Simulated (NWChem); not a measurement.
The numbers come from NWChem runs, not from measurements. System: Se, charge 0, spin multiplicity 3. Its SCF solution wasn't tested for a lower state. Level: UHF/def2-TZVPD.

NWChem printed:

```
             Northwest Computational Chemistry Package (NWChem) 7.3.0
             --------------------------------------------------------

                                NWChem Input Module
                                -------------------

 Scaling coordinates for geometry "geometry" by  1.889725989
 (inverse scale =  0.529177249)

                             Geometry "geometry" -> ""
                             -------------------------

 Output coordinates in angstroms (scale by  1.889725989 to convert to a.u.)

  No.       Tag          Charge          X              Y              Z
 ---- ---------------- ---------- -------------- -------------- --------------
    1 Se                  34.0000     0.00000000     0.00000000     0.00000000

 Effective nuclear repulsion energy (a.u.)       0.0000000000

            Nuclear Dipole moment (a.u.)
            ----------------------------
        X                 Y               Z
 ---------------- ---------------- ----------------
     0.0000000000     0.0000000000     0.0000000000

      Symmetry information
      --------------------

 Group name             D2h
 Group number             26
 Group order               8
 No. of unique centers     1

      Symmetry unique atoms

     1


 Summary of "ao basis" -> "" (spherical)
 ------------------------------------------------------------------------------
       Tag                 Description            Shells   Functions and Types
 ---------------- ------------------------------  ------  ---------------------
 *                         def2-tzvpd                 on all atoms

 Summary of "ao basis" -> "ao basis" (spherical)
 ------------------------------------------------------------------------------
       Tag                 Description            Shells   Functions and Types
 ---------------- ------------------------------  ------  ---------------------
 Se                        def2-tzvpd               19       57   7s6p5d1f

                                 NWChem SCF Module
                                 -----------------

  ao basis        = "ao basis"
  functions       =    57
  atoms           =     1
  alpha electrons =    18
  beta  electrons =    16
  charge          =   0.00
  wavefunction    = UHF
  use symmetry    = T
  symmetry adapt  = T

 Summary of "ao basis" -> "ao basis" (spherical)
 ------------------------------------------------------------------------------
       Tag                 Description            Shells   Functions and Types
[...]
     4     -0.396339  1 Se s                  3     -0.269185  1 Se s

 Vector   16  Occ=1.000000D+00  E=-3.484172D-01  Symmetry=b2u
              MO Center= -4.3D-19,  7.7D-19,  4.0D-19, r^2= 1.9D+00
   Bfn.  Coefficient  Atom+Function         Bfn.  Coefficient  Atom+Function
  ----- ------------  ---------------      ----- ------------  ---------------
    18      0.521297  1 Se py                21      0.353865  1 Se py
    12     -0.323031  1 Se py                15      0.283532  1 Se py

 Vector   17  Occ=0.000000D+00  E=-6.946631D-03  Symmetry=b1u
              MO Center=  4.0D-16,  1.8D-17,  4.7D-15, r^2= 4.4D+00
   Bfn.  Coefficient  Atom+Function         Bfn.  Coefficient  Atom+Function
  ----- ------------  ---------------      ----- ------------  ---------------
    25      0.379245  1 Se pz                19      0.356517  1 Se pz
    22      0.352287  1 Se pz                13     -0.238819  1 Se pz
    16      0.191847  1 Se pz

 Vector   18  Occ=0.000000D+00  E=-6.946631D-03  Symmetry=b3u
              MO Center=  1.3D-16,  2.9D-18, -5.1D-17, r^2= 4.4D+00
   Bfn.  Coefficient  Atom+Function         Bfn.  Coefficient  Atom+Function
  ----- ------------  ---------------      ----- ------------  ---------------
    23      0.379245  1 Se px                17      0.356517  1 Se px
    20      0.352287  1 Se px                11     -0.238819  1 Se px
    14      0.191847  1 Se px

 Vector   19  Occ=0.000000D+00  E= 7.706530D-02  Symmetry=b2u
              MO Center= -1.4D-20,  5.8D-20,  3.7D-19, r^2= 1.7D+01
   Bfn.  Coefficient  Atom+Function         Bfn.  Coefficient  Atom+Function
  ----- ------------  ---------------      ----- ------------  ---------------
    24      1.265632  1 Se py                21     -0.577834  1 Se py

 center of mass
 --------------
 x =   0.00000000 y =   0.00000000 z =   0.00000000

 moments of inertia (a.u.)
 ------------------
           0.000000000000           0.000000000000           0.000000000000
           0.000000000000           0.000000000000           0.000000000000
           0.000000000000           0.000000000000           0.000000000000

  Mulliken analysis of the total density
  --------------------------------------

    Atom       Charge   Shell Charges
 -----------   ------   -------------------------------------------------------
    1 Se  34    34.00   2.00  2.00  1.17  0.77  1.04  0.99  0.02  6.00  5.93  0.90  2.13  1.03  0.02  8.97  1.04 -0.02  0.02 -0.00  0.00

  Mulliken analysis of the alpha density
  --------------------------------------

    Atom       Charge   Shell Charges
 -----------   ------   -------------------------------------------------------
    1 Se  34    18.00   1.00  1.00  0.58  0.39  0.52  0.50  0.00  3.00  2.97  0.65  1.64  0.73  0.01  4.47  0.52 -0.00  0.01 -0.00  0.00

   Mulliken analysis of the beta density
   -------------------------------------

    Atom       Charge   Shell Charges
 -----------   ------   -------------------------------------------------------
    1 Se  34    16.00   1.00  1.00  0.58  0.39  0.52  0.49  0.02  3.00  2.96  0.25  0.49  0.30  0.01  4.49  0.52 -0.01  0.01 -0.00  0.00

   Mulliken analysis of the spin density
   -------------------------------------

    Atom       Charge   Shell Charges
 -----------   ------   -------------------------------------------------------
    1 Se  34     2.00  -0.00  0.00  0.00 -0.00  0.00  0.02 -0.01  0.00  0.01  0.41  1.15  0.43 -0.00 -0.02  0.01  0.01 -0.00 -0.00  0.00

       Multipole analysis of the density wrt the origin
       ------------------------------------------------

     L   x y z        total         alpha         beta         nuclear
     -   - - -        -----         -----         ----         -------
     0   0 0 0     -0.000000    -18.000000    -16.000000     34.000000

     1   1 0 0     -0.000000      0.000000     -0.000000      0.000000
     1   0 1 0     -0.000000     -0.000000     -0.000000      0.000000
     1   0 0 1     -0.000000     -0.000000      0.000000      0.000000

     2   2 0 0    -12.827336     -8.852991     -3.974345      0.000000
     2   1 1 0      0.000000      0.000000      0.000000      0.000000
     2   1 0 1     -0.000000      0.000000     -0.000000      0.000000
     2   0 2 0    -15.562598     -8.666792     -6.895805      0.000000
     2   0 1 1     -0.000000     -0.000000     -0.000000      0.000000
     2   0 0 2    -12.827336     -8.852991     -3.974345      0.000000

 Task  times  cpu:        1.3s     wall:        1.3s

 Total times  cpu:        1.3s     wall:        1.3s
```

Q: Write an NWChem input that would produce this output.

A: Several could match; the one computed here: 
```
start mol
memory heap 200 mb stack 900 mb global 1100 mb
geometry units angstroms nocenter noautoz
  Se     0.000000     0.000000     0.000000
  symmetry group D2h
end
basis spherical
  * library def2-tzvpd
end
scf
  uhf
  nopen 2
  maxiter 100
  thresh 1e-7
  semidirect memsize 60000000 filesize 0
  # guess.movecs holds the orbitals of an unrestricted PBE0 run
  vectors input guess.movecs output mol.movecs
end
task scf energy
```
